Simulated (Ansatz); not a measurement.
Species: CH3AlBr2, net charge 0, singlet state. SMILES: [CH3][Al]([Br])[Br]
Geometry: optimised at B3LYP-D3(BJ)/def2-TZVP (Ansatz, an electronic-structure program).

Quantity: vertical ionisation energy (to the doublet state of charge +1; each state is the SCF solution reached for its spin), in eV. Valence correlation only, unless marked. Open shells are spin-unrestricted. Spin-orbit coupling is left out. Frozen are the shells of the preceding noble gas and the d and f shells that filled before the atom's block. No relativistic terms. Basis-set limits of correlation are two-point, X^-3; Hartree-Fock from the larger set.

```
level             program  vertical ionisation energy (eV)
----------------  -------  -------------------------------
SVWN5/def2-TZVPD   Ansatz                            10.15
PBE/def2-TZVPD     Ansatz                             9.96
```

**Question.** Predict the CCSD(T)/CBS(def2-TZVPPD,def2-QZVPPD) result (Ansatz).

**Answer.** 10.99 eV
